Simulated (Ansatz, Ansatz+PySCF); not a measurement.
| atom | x (Å) | y (Å) | z (Å) |
| --- | --- | --- | --- |
| S | 0.0000 | 0.0000 | -0.3120 |
| H | 0.0000 | 2.9146 | 2.4964 |
| H | 0.0000 | -2.9146 | 2.4964 |

Basis set: cc-pVDZ (spherical functions). Correlated methods keep 5 orbitals frozen. Charge 0, multiplicity 1.

Computed with Ansatz (development build ahead of 0.2.0); each method stands on the lowest determinant of its kind that the runs found. Restricted open shells among the atoms or ions are ROHF, correlated in semicanonical orbitals with singles. Restricted functionals stand beside restricted open-shell atoms, which can lie above the unrestricted atoms usual in DFT and then raise those values.

Give the atomization energy at this shape (free ground-state atoms in the same class of orbitals less the molecule, no zero-point energy) of singlet H₂S in separate pieces by ωB97X (unrestricted), r²SCAN (unrestricted), PBE0 (unrestricted), r²SCAN (restricted), PBE (unrestricted), ωB97X (restricted), PBE (restricted), PBE0 (restricted), UHF-CCSDT(Q), UHF-CCSD(T), UHF-MP2, RHF-MP2, UHF, RHF.

```tsv
method	atomization energy
ωB97X (unrestricted)	-0.01 eV
r²SCAN (unrestricted)	0.02 eV
PBE0 (unrestricted)	0.01 eV
r²SCAN (restricted)	-3.60 eV
PBE (unrestricted)	0.02 eV
ωB97X (restricted)	-6.25 eV
PBE (restricted)	-2.87 eV
PBE0 (restricted)	-4.59 eV
UHF-CCSDT(Q)	0.01 eV
UHF-CCSD(T)	0.01 eV
UHF-MP2	0.01 eV
RHF-MP2	-0.71 eV
UHF	0.00 eV
RHF	-8.77 eV
```

Caution for ωB97X (unrestricted), r²SCAN (unrestricted), PBE0 (unrestricted), r²SCAN (restricted), PBE (unrestricted), ωB97X (restricted), PBE (restricted), PBE0 (restricted): charge can spread falsely over distant fragments. Caution for ωB97X (unrestricted), PBE0 (unrestricted), UHF-CCSDT(Q), UHF-CCSD(T), UHF-MP2, UHF: the unrestricted determinant is a mixture of spin states. Caution for r²SCAN (unrestricted), PBE (unrestricted): the unrestricted determinant is spin contaminated. Caution for r²SCAN (restricted), ωB97X (restricted), PBE (restricted), PBE0 (restricted), RHF-MP2, RHF: an unrestricted determinant lies well below. Caution for r²SCAN (restricted), ωB97X (restricted), PBE (restricted), PBE0 (restricted), RHF: the molecule lies well above its atoms at this level. Caution for UHF-CCSDT(Q), UHF-CCSD(T), UHF-MP2: a plain start can end on a higher determinant; bonds are stretched, where a single reference can fail. Caution for RHF-MP2: large amplitudes, a single reference is doubtful.
